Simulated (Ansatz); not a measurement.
Cl3Sb, SMILES [Cl][Sb-]([Cl])[Cl], charge -1, multiplicity 2.

Coordinates come from a PBE-D3(BJ)/def2-SVPD optimisation. The def2 effective core potentials stand for the cores of Sb; spin–orbit coupling is left out.

Two levels are set side by side: PBE/def2-SVPD (Ansatz, a first-principles code) and PBE0/def2-SVPD (Ansatz). Energy differences of separate SCF runs at the same geometry; the states with an electron removed or added have multiplicity 1. Differences are taken from unrounded values.

| quantity | PBE0 | PBE | PBE minus PBE0 |
|---|---|---|---|
| vertical ionisation energy (eV) | 3.94 | 3.52 | -0.42 |
